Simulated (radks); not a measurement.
Radial electron density D(r) = 4 pi r^2 rho(r) of an atom or ion with 22 electrons. Calculated with a radial shooting solver on a logarithmic mesh with Libxc functionals: non-relativistic Kohn-Sham, LDA (Slater exchange, Perdew-Wang correlation), spin-unpolarised, spherical densities, point nucleus.

```
   r/bohr * D(r) (the largest magnitude, 89.4, reaches the edge; | marks zero)
 0.001247 |*
  0.00156 | *
 0.001936 |  *
 0.002422 |   *
 0.003006 |     *
 0.003761 |        *
 0.004668 |           *
 0.005839 |                *
 0.007247 |                     *
 0.009067 |                            *
  0.01134 |                                  *
  0.01408 |                                       *
  0.01761 |                                          *
  0.02186 |                                          *
  0.02735 |                                        *
  0.03394 |                                      *
  0.04246 |                                      *
   0.0527 |                                            *
  0.06593 |                                                   *
  0.08183 |                                                      *
   0.1024 |                                                *
   0.1271 |                                    *
    0.159 |                             *
   0.1973 |                              *
   0.2468 |                                *
   0.3063 |                         *
   0.3832 |            *
   0.4756 |   *
    0.595 |*
   0.7385 *
   0.9239 *
```

What is the nuclear charge?

Answer. Z = 56. The innermost maximum, from 1s, lies near 1/Z = 0.0179 bohr (found: 0.0199), and its height grows with Z. The density is that of the barium ion Ba34+ in [Ar] 3d4; the configuration itself is not fixed sharply by these data, and Z only to a few units. D(r) has 3 maxima, at r = 0.0199, 0.0799, 0.235 bohr, and minima at 0.0368, 0.168 bohr, inside which lie 1.99, 11.11 electrons.
